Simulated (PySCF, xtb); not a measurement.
C₂H₉BS, SMILES [BH3]<-S(C)C (connectivity only; charge and spin as stated), neutral, multiplicity 1.

GFN2-xTB in xtb at its own geometry gives an orbital gap of 4.49 eV and a dipole moment of 4.67 D.

Geometry optimised at PBE0-D3(BJ)/def2-SVP. The isomer is the one that the SMILES or the coordinates give; other isomers of the formula were not compared. One conformer was computed; it need not be the lowest.

Task: What does HF/def2-TZVP (PySCF) give? (Estimate from the structure and the level; the computed values follow.)

Result: gap 14.20 eV (levels -10.83 and 3.37 eV), dipole 4.92 D.
